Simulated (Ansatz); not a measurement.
Compare A (`F[SiH2][SiH](F)Br`) with its isomer B (`F[Si](F)([SiH3])Br`).

Gas-phase electronic energies from Ansatz, PBE0-D4/def2-TZVP geometries. CBS: MP2 limit from def2 TZ/QZ plus the TZ coupled-cluster correction, frozen cores. DFT in def2-TZVPP. For Br outer-core shells are correlated without core-valence functions, which leaves a few kJ/mol of doubt a bond. Scalar relativity is left out up to krypton. One conformer a species, not always the lowest.

**Question.** Which isomer does CCSD(T)/CBS put lower? Give the gap. (Estimate.)

**Answer.** Ansatz gave: B, by 8.5 kcal/mol.

**Question.** Give E(B) − E(A) in kcal/mol with B2PLYP, PBE0-D4, CCSD/def2-TZVPP, CCSD(T)/def2-TZVPP, BLYP-D4, PBE-D4, CCSD(T)/def2-SVP. (An estimate is asked.)

**Answer.** Computed: B2PLYP -8.2, PBE0-D4 -8.9, CCSD/def2-TZVPP -8.6, CCSD(T)/def2-TZVPP -8.9, BLYP-D4 -8.4, PBE-D4 -9.0, CCSD(T)/def2-SVP -9.0. None reverses the order clearly.

**Question.** Does the order hold for the free energy at 298.15 K (harmonic terms from PBE0-D4)? (An estimate is asked.)

**Answer.** Ansatz gave: Yes: G(B) − G(A) = -8.6 kcal/mol, for one conformer each. Modes under 60 cm⁻¹, often nearly free rotors, make the harmonic entropy too high.

Largest T1 diagnostic: 0.011.

Leaving LDA and LC-ωPBE aside and taking each functional with its dispersion term where it has one, the values, not all of them listed here, spread over 1.3 kcal/mol, from B97M-V to BHLYP-D4. LDA lies −1.6 kcal/mol from PBE without D4. In def2-TZVPP, CCSD(T) changes the Hartree–Fock value by −1.8 kcal/mol (the triples alone add −0.3 kcal/mol) and MP2 by −1.6 kcal/mol.
